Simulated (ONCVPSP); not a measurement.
## Logarithmic derivatives: P, ONCV

```json
{"Element": "P", "Generator": "ONCVPSP 4.0.1", "Type": "optimised norm-conserving Vanderbilt (ONCV)", "Functional": "PBEsol", "Relativity": "scalar-relativistic", "Frozen core": "[He]", "Valence charge": "13", "Reference configuration": "2s2 2p6 3s1.75 3p3.25", "Partial waves": "2s+3s: rc 0.90 bohr, ncon 4, nbas 7, qcut 12.1 1/bohr, 2 projectors; 2p+3p: rc 0.80 bohr, ncon 5, nbas 9, qcut 16.6 1/bohr, 3 projectors, debl 2.6 Ha; d scattering state at 0.13 Ha: rc 0.90 bohr, ncon 4, nbas 8, qcut 9.7 1/bohr, 2 projectors, debl 1 Ha", "Local potential": "polynomial inside 0.80 bohr (lpopt 4, dvloc0 0 Ha)", "Core correction": "Teter function, fcfact 3, rcfact 1.1"}
```

The phase is arctan(r·R′/R) of the radial function R(r), unwrapped; energies in Ha, scanned from -8 to 5 Ha. A pole is an energy at which the radial function vanishes at the test radius. The pseudo phase is shifted by a multiple of π to meet the all-electron one at the reference energy, and phase errors are pseudo minus all-electron; the curves can meet again beyond the range given. Levels narrower than the energy grid can be missing from the lists of poles.

```tsv
channel	radius (bohr)	reference energy (Ha)	poles, all-electron	poles, pseudo	unbroken range about the reference energy with phases within 0.05 rad	phase error 1 Ha above the reference energy (rad)
s	0.91	-0.52	-5.24	-5.24	the whole range	+0.000
p	0.81	-0.21	-2.98	-2.98	the whole range	+0.000
d	0.91	0.13	none	none	the whole range	+0.000
```

Phases in the s channel:

```tsv
E (Ha)	all-electron	pseudo
-7.96	0.069	0.069
-7.60	-0.352	-0.352
-7.24	-0.752	-0.752
-6.88	-1.044	-1.044
-6.52	-1.239	-1.239
-6.16	-1.372	-1.372
-5.80	-1.466	-1.466
-5.44	-1.538	-1.538
-5.08	-1.594	-1.594
-4.72	-1.641	-1.641
-4.36	-1.681	-1.682
-4.00	-1.718	-1.718
-3.64	-1.751	-1.751
-3.28	-1.782	-1.782
-2.92	-1.813	-1.813
-2.56	-1.843	-1.843
-2.20	-1.874	-1.874
-1.84	-1.906	-1.906
-1.48	-1.939	-1.939
-1.12	-1.976	-1.976
-0.76	-2.015	-2.015
-0.40	-2.059	-2.059
-0.04	-2.108	-2.108
0.32	-2.165	-2.164
0.68	-2.230	-2.230
1.04	-2.306	-2.306
1.40	-2.395	-2.395
1.76	-2.501	-2.501
2.12	-2.626	-2.626
2.48	-2.772	-2.772
2.84	-2.937	-2.937
3.20	-3.115	-3.116
3.56	-3.298	-3.299
3.92	-3.473	-3.475
4.28	-3.633	-3.635
4.64	-3.773	-3.775
5.00	-3.892	-3.894
```
